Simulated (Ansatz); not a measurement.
Cd₉S₈Cl₂⁻. The state is a doublet with charge -1. Geometry PBE-D4/def2-SVP, that of the neutral singlet; atoms count from 1.

```xyz
19

S     0.5090   -2.5914   -3.9235
S     1.1252   -3.0375    0.4959
S     0.7302    4.0790   -0.0715
S     1.1527    0.7062    3.1488
S     0.0664    0.4037   -1.1618
S    -2.7049   -2.8516   -0.5366
S    -3.0109    1.6397    1.4059
S    -2.5696   -1.7289    3.1732
Cd    1.1868   -0.3762   -3.5788
Cd    1.8417    2.2850   -1.5118
Cd    1.4538   -0.6305    0.9009
Cd   -0.4526   -2.5315   -1.6617
Cd   -1.1018   -2.9655    1.5864
Cd    1.5439    2.6189    1.7257
Cd   -1.1892    2.3548   -0.0461
Cd   -1.3233    0.3909    3.0072
Cd   -3.1659   -0.7771    0.6813
Cl    2.4390    1.7838   -3.9028
Cl    3.4695    1.2282    0.2692
```

In the def2 sets Cd takes a core potential; there is no spin–orbit coupling. Single mean-field runs in def2-TZVP are fitted with def2-universal-jkfit.

Problem. Estimate the Mulliken populations from the PBE0/def2-TZVP orbitals of Ansatz.

Solution. 
```json
{"atom": "S1", "charge (e)": "-0.68", "spin (α − β)": "0.02", "d electrons": "–"}
{"atom": "S2", "charge (e)": "-0.70", "spin (α − β)": "0.02", "d electrons": "–"}
{"atom": "S3", "charge (e)": "-0.63", "spin (α − β)": "0.02", "d electrons": "–"}
{"atom": "S4", "charge (e)": "-0.66", "spin (α − β)": "0.03", "d electrons": "–"}
{"atom": "S5", "charge (e)": "-0.90", "spin (α − β)": "-0.01", "d electrons": "–"}
{"atom": "S6", "charge (e)": "-0.71", "spin (α − β)": "0.00", "d electrons": "–"}
{"atom": "S7", "charge (e)": "-0.66", "spin (α − β)": "0.01", "d electrons": "–"}
{"atom": "S8", "charge (e)": "-0.69", "spin (α − β)": "0.01", "d electrons": "–"}
{"atom": "Cd9", "charge (e)": "0.62", "spin (α − β)": "0.03", "d electrons": "10.01"}
{"atom": "Cd10", "charge (e)": "0.75", "spin (α − β)": "0.07", "d electrons": "10.04"}
{"atom": "Cd11", "charge (e)": "0.63", "spin (α − β)": "0.08", "d electrons": "10.03"}
{"atom": "Cd12", "charge (e)": "0.73", "spin (α − β)": "0.01", "d electrons": "10.02"}
{"atom": "Cd13", "charge (e)": "0.60", "spin (α − β)": "0.04", "d electrons": "10.01"}
{"atom": "Cd14", "charge (e)": "0.51", "spin (α − β)": "0.28", "d electrons": "10.00"}
{"atom": "Cd15", "charge (e)": "0.54", "spin (α − β)": "0.20", "d electrons": "10.01"}
{"atom": "Cd16", "charge (e)": "0.57", "spin (α − β)": "0.13", "d electrons": "10.01"}
{"atom": "Cd17", "charge (e)": "0.59", "spin (α − β)": "0.05", "d electrons": "10.01"}
{"atom": "Cl18", "charge (e)": "-0.44", "spin (α − β)": "0.01", "d electrons": "–"}
{"atom": "Cl19", "charge (e)": "-0.49", "spin (α − β)": "0.00", "d electrons": "–"}
```
Mulliken values and Mayer orders depend strongly on the basis.

Problem. Where does the spin sit?

Solution. Summed by element: S 0.10, Cd 0.90, Cl 0.00, of 1 unpaired in all. Largest on single atoms: Cd14 0.28, Cd15 0.20, Cd16 0.13.

Problem. And the Mayer bond orders between bonded heavy atoms (over 0.3)?

Solution. S1–Cd9 1.10 (2.34 Å); S1–Cd12 0.77 (2.46 Å); S2–Cd11 0.71 (2.46 Å); S2–Cd12 0.42 (2.72 Å); S2–Cd13 0.73 (2.48 Å); S3–Cd10 0.64 (2.56 Å); S3–Cd14 0.70 (2.45 Å); S3–Cd15 0.61 (2.58 Å); S4–Cd11 0.52 (2.63 Å); S4–Cd14 0.71 (2.42 Å); S4–Cd16 0.66 (2.50 Å); S5–Cd9 0.31 (2.78 Å); S5–Cd10 0.41 (2.61 Å); S5–Cd11 0.38 (2.69 Å); S5–Cd15 0.41 (2.57 Å); S6–Cd12 0.59 (2.54 Å); S6–Cd13 0.47 (2.66 Å); S6–Cd17 0.78 (2.45 Å); S7–Cd15 0.72 (2.44 Å); S7–Cd16 0.50 (2.64 Å); S7–Cd17 0.68 (2.53 Å); S8–Cd13 0.73 (2.49 Å); S8–Cd16 0.69 (2.46 Å); S8–Cd17 0.43 (2.73 Å); Cd9–Cl18 0.47 (2.52 Å); Cd10–Cl18 0.43 (2.51 Å); Cd10–Cl19 0.36 (2.63 Å).
